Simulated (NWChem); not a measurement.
System: WF₅, doublet; SMILES [F][W]([F])([F])([F])[F]

Here is an NWChem input.

```
start job
memory heap 200 mb stack 900 mb global 1100 mb
geometry units angstroms
  W     -0.027185    -0.026754     0.011343
  F      0.909050    -0.748959     1.424041
  F     -1.303793     0.361161    -1.258924
  F      0.792545     1.570720     0.634761
  F      1.142065     0.329847    -1.443988
  F     -1.276826    -1.254201     0.533537
end
basis spherical
  * library def2-svp
end
ecp
  W library def2-ecp
end
dft
  odft
  mult 2
  xc pbe0
  iterations 150
end
driver
  maxiter 120
end
task dft optimize
```

Parts of the log:

```
             Northwest Computational Chemistry Package (NWChem) 7.3.0
             --------------------------------------------------------

 C1  symmetry detected

                             Geometry "geometry" -> ""
                             -------------------------

 Output coordinates in angstroms (scale by  1.889725989 to convert to a.u.)

  No.       Tag          Charge          X              Y              Z
 ---- ---------------- ---------- -------------- -------------- --------------
    1 W                   74.0000     0.00015127    -0.04416990    -0.00000592
    2 F                    9.0000     1.78301656    -0.28825760    -0.39452363
    3 F                    9.0000    -1.78131884    -0.29796593     0.39462824
    4 F                    9.0000     0.69849947     1.41265702     1.00124109
    5 F                    9.0000    -0.70611831     1.40872260    -1.00129751
    6 F                    9.0000     0.00467734    -1.87198139     0.00000052

 Effective nuclear repulsion energy (a.u.)    1098.3879067877

                                Z-matrix (autoz)
                                --------

 Units are Angstrom for bonds and degrees for angles

      Type          Name      I     J     K     L     M      Value
      ----------- --------  ----- ----- ----- ----- ----- ----------
    1 Stretch                  1     2                       1.84224
    2 Stretch                  1     3                       1.84222
    3 Stretch                  1     4                       1.90067
    4 Stretch                  1     5                       1.90060
    5 Stretch                  1     6                       1.82782
    6 Bend                     2     1     3               164.46757
    7 Bend                     2     1     4                81.88189
    8 Bend                     2     1     5               110.37054
    9 Bend                     2     1     6                82.24770
   10 Bend                     3     1     4               110.36840
   11 Bend                     3     1     5                81.88391
   12 Bend                     3     1     6                82.21987
   13 Bend                     4     1     5                80.10368
   14 Bend                     4     1     6               139.95759
   15 Bend                     5     1     6               139.93873

                           NWChem Geometry Optimization
                           ----------------------------

 maximum gradient threshold         (gmax) =   0.000450
 rms gradient threshold             (grms) =   0.000300
 maximum cartesian step threshold   (xmax) =   0.001800
 rms cartesian step threshold       (xrms) =   0.001200
 fixed trust radius                (trust) =   0.300000
 source of zmatrix                         =   autoz

          -------------------
          Energy Minimization
          -------------------

[...]

      ----------------------
      Optimization converged
      ----------------------

  Step       Energy      Delta E   Gmax     Grms     Xrms     Xmax
  ---- ---------------- -------- -------- -------- -------- --------
@   12    -565.63733865 -3.1D-07  0.00005  0.00001  0.00073  0.00137
                                     ok       ok       ok       ok

                                Z-matrix (autoz)
                                --------

 Units are Angstrom for bonds and degrees for angles

      Type          Name      I     J     K     L     M      Value     Gradient
      ----------- --------  ----- ----- ----- ----- ----- ---------- ----------
    1 Stretch                  1     2                       1.88655   -0.00001
    2 Stretch                  1     3                       1.88655   -0.00000
    3 Stretch                  1     4                       1.83695   -0.00001
    4 Stretch                  1     5                       1.83696   -0.00001
    5 Stretch                  1     6                       1.82171    0.00005
    6 Bend                     2     1     3               179.38011    0.00001
    7 Bend                     2     1     4                90.26435    0.00001
    8 Bend                     2     1     5                90.09723   -0.00001
    9 Bend                     2     1     6                89.69002    0.00001
   10 Bend                     3     1     4                90.09721   -0.00001
   11 Bend                     3     1     5                90.26399    0.00001
   12 Bend                     3     1     6                89.69009    0.00001
   13 Bend                     4     1     5               108.67818   -0.00000
   14 Bend                     4     1     6               125.66213    0.00000
   15 Bend                     5     1     6               125.65969    0.00000

                         Geometry "geometry" -> "geometry"
                         ---------------------------------

 Output coordinates in angstroms (scale by  1.889725989 to convert to a.u.)

  No.       Tag          Charge          X              Y              Z
 ---- ---------------- ---------- -------------- -------------- --------------
    1 W                   74.0000    -0.00004582     0.00321400     0.00001568
    2 F                    9.0000     1.76691197    -0.00231767    -0.66098189
    3 F                    9.0000    -1.76695203    -0.01166508     0.66100756
    4 F                    9.0000     0.51753255     1.07554947     1.39880491
    5 F                    9.0000    -0.52331730     1.07271439    -1.39883056
    6 F                    9.0000     0.00477813    -1.81849030     0.00002708

 Effective nuclear repulsion energy (a.u.)    1100.6455536341

                Final and change from initial internal coordinates
                --------------------------------------------------

                                Z-matrix (autoz)
                                --------

 Units are Angstrom for bonds and degrees for angles

[...]
```

Level: PBE0/def2-SVP with def2 effective core potentials on W, spin-unrestricted. Not confirmed as a minimum by frequencies. def2 effective core potentials on W; no spin-orbit coupling.
